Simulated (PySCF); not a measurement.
C2H4Cl, doublet, at a GFN2-xTB geometry, with bond 7-2 at 1.8 times its length; CASSCF(7,5)/6-31G* run with PySCF.

Input for PySCF:
```python
from pyscf import gto, scf, mcscf
import numpy

mol = gto.Mole()
mol.atom = '''
    C     0.182802    0.897271   -0.013143
    C     1.566145    0.549642   -0.026074
    Cl   -0.841137   -0.711490    0.019050
    H    -0.155495    1.399582    0.888154
    H    -0.177877    1.377691   -0.917688
    H     2.080916    0.329442    0.890428
    H     2.451685    0.113136   -1.688143
'''
mol.basis = '6-31g*'
mol.charge = 0
mol.spin = 1
mol.verbose = 4
mol.build()

mf = scf.ROHF(mol)
mf.kernel()
mc = mcscf.CASSCF(mf, 5, 7)
mc.fix_spin_(ss=0.75)
mc.kernel()
occ = numpy.linalg.eigvalsh(mc.fcisolver.make_rdm1(mc.ci, mc.ncas, mc.nelecas))[::-1]
ss = mc.fcisolver.spin_square(mc.ci, mc.ncas, mc.nelecas)[0]
print('natural occupations', occ.round(4), ' <S^2>', round(ss, 4))
```

It wrote (shortened):

```
PySCF version 2.14.0

[INPUT] verbose = 4
[INPUT] num. atoms = 7
[INPUT] num. electrons = 33
[INPUT] charge = 0
[INPUT] spin (= nelec alpha-beta = 2S) = 1
[INPUT] symmetry False subgroup None
[INPUT] Mole.unit = angstrom
[INPUT] Symbol           X                Y                Z      unit          X                Y                Z       unit  Magmom
[...]
nuclear repulsion = 91.3903223166573
number of shells = 28
number of NR pGTOs = 121
number of NR cGTOs = 54
basis = 6-31g*
ecp = {}

******** <class 'pyscf.scf.rohf.ROHF'> ********
method = ROHF
initial guess = minao
damping factor = 0
level_shift factor = 0
DIIS = <class 'pyscf.scf.diis.CDIIS'>
diis_start_cycle = 1
diis_space = 8
diis_damp = 0
SCF conv_tol = 1e-09
SCF conv_tol_grad = None
SCF max_cycles = 50
direct_scf = True
direct_scf_tol = 1e-13
num. doubly occ = 16  num. singly occ = 1
Set gradient conv threshold to 3.16228e-05
init E= -537.31187702088
[...]
cycle= 1 E= -537.248561010364  delta_E= 0.0633  |g|= 0.419  |ddm|= 1.56
[...]
cycle= 2 E= -537.301528687991  delta_E= -0.053  |g|= 0.286  |ddm|= 0.67
[...]
cycle= 3 E= -537.331493234003  delta_E= -0.03  |g|= 0.0551  |ddm|= 0.231
[...]
cycle= 4 E= -537.334770064523  delta_E= -0.00328  |g|= 0.0218  |ddm|= 0.136
[...]
cycle= 5 E= -537.335078388857  delta_E= -0.000308  |g|= 0.00656  |ddm|= 0.0292
[...]
cycle= 6 E= -537.335122728795  delta_E= -4.43e-05  |g|= 0.00187  |ddm|= 0.0143
[...]
cycle= 7 E= -537.335127567711  delta_E= -4.84e-06  |g|= 0.000747  |ddm|= 0.0044
[...]
cycle= 8 E= -537.335129166932  delta_E= -1.6e-06  |g|= 0.000345  |ddm|= 0.00327
[...]
cycle= 9 E= -537.335129561383  delta_E= -3.94e-07  |g|= 0.000146  |ddm|= 0.00169
[...]
cycle= 10 E= -537.335129643494  delta_E= -8.21e-08  |g|= 5.2e-05  |ddm|= 0.000888
[...]
cycle= 11 E= -537.335129652705  delta_E= -9.21e-09  |g|= 1.4e-05  |ddm|= 0.000328
[...]
cycle= 12 E= -537.335129653074  delta_E= -3.69e-10  |g|= 4.3e-06  |ddm|= 6.37e-05
[...]
Extra cycle  E= -537.335129653084  delta_E= -1e-11  |g|= 2.25e-06  |ddm|= 6.65e-06
converged SCF energy = -537.335129653084

******** <class 'pyscf.mcscf.mc1step.CASSCF'> ********
CAS (4e+3e, 5o), ncore = 13, nvir = 36
max_cycle_macro = 50
max_cycle_micro = 4
conv_tol = 1e-07
conv_tol_grad = None
orbital rotation max_stepsize = 0.02
orbital rotation threshold for CI restart = 0.01
augmented hessian ah_max_cycle = 30
augmented hessian ah_conv_tol = 1e-12
augmented hessian ah_linear dependence = 1e-14
augmented hessian ah_level shift = 1e-08
[...]
CASCI E = -537.372134384691  S^2 = 0.7500000
[...]
macro iter  40 (  7 JK    2 micro), CASSCF E = -537.394655815152  dE = -2.63088680e-05  S^2 = 0.7500000
               |grad[o]|=0.000705  |grad[c]|=0.00339  |ddm|=0.000945  |maxRot[o]|=0.0699
macro iter  41 (  7 JK    2 micro), CASSCF E = -537.394681129837  dE = -2.53146849e-05  S^2 = 0.7500000
               |grad[o]|=0.000725  |grad[c]|=0.0036  |ddm|=0.000834  |maxRot[o]|=0.0699
macro iter  42 (  7 JK    2 micro), CASSCF E = -537.394704139787  dE = -2.30099505e-05  S^2 = 0.7500000
               |grad[o]|=0.000651  |grad[c]|=0.0038  |ddm|=0.000706  |maxRot[o]|=0.0699
macro iter  43 (  7 JK    2 micro), CASSCF E = -537.394724099678  dE = -1.99598906e-05  S^2 = 0.7500000
               |grad[o]|=0.000625  |grad[c]|=0.00408  |ddm|=0.000551  |maxRot[o]|=0.0699
macro iter  44 (  7 JK    2 micro), CASSCF E = -537.394739736540  dE = -1.56368620e-05  S^2 = 0.7500000
               |grad[o]|=0.000497  |grad[c]|=0.00435  |ddm|=0.000411  |maxRot[o]|=0.0699
macro iter  45 (  7 JK    2 micro), CASSCF E = -537.394750327429  dE = -1.05908896e-05  S^2 = 0.7500000
               |grad[o]|=0.000435  |grad[c]|=0.00475  |ddm|=0.000302  |maxRot[o]|=0.0699
macro iter  46 (  7 JK    2 micro), CASSCF E = -537.394754804736  dE = -4.47730679e-06  S^2 = 0.7500000
               |grad[o]|=0.000226  |grad[c]|=0.00503  |ddm|=0.000201  |maxRot[o]|=0.0669
macro iter  47 ( 11 JK    2 micro), CASSCF E = -537.394751293663  dE =  3.51107315e-06  S^2 = 0.7500000
               |grad[o]|=0.000402  |grad[c]|=0.0123  |ddm|=0.000665  |maxRot[o]|=0.0713
macro iter  48 ( 21 JK    4 micro), CASSCF E = -537.394751591093  dE = -2.97430233e-07  S^2 = 0.7500000
               |grad[o]|=0.001  |grad[c]|=0.00143  |ddm|=0.000177  |maxRot[o]|=0.011
macro iter  49 (  7 JK    2 micro), CASSCF E = -537.394755078378  dE = -3.48728497e-06  S^2 = 0.7500000
               |grad[o]|=0.000419  |grad[c]|=0.00413  |ddm|=0.000679  |maxRot[o]|=0.0347
macro iter  50 ( 12 JK    3 micro), CASSCF E = -537.394752718036  dE =  2.36034180e-06  S^2 = 0.7500000
               |grad[o]|=0.000342  |grad[c]|=0.00231  |ddm|=0.000297  |maxRot[o]|=0.0413
1-step CASSCF not converged,  50 macro (494 JK 122 micro) steps
CASSCF canonicalization
Density matrix diagonal elements [1.98111199 1.98893632 1.80652242 0.99913169 0.22429757]
CASSCF energy = -537.394752718036
CASCI E = -537.394752718036  E(CI) = -10.8601462956054  S^2 = 0.7500000
natural occupations [1.9995 1.9992 1.778  1.0001 0.2231]  <S^2> 0.75
```

Convergence was not reached.
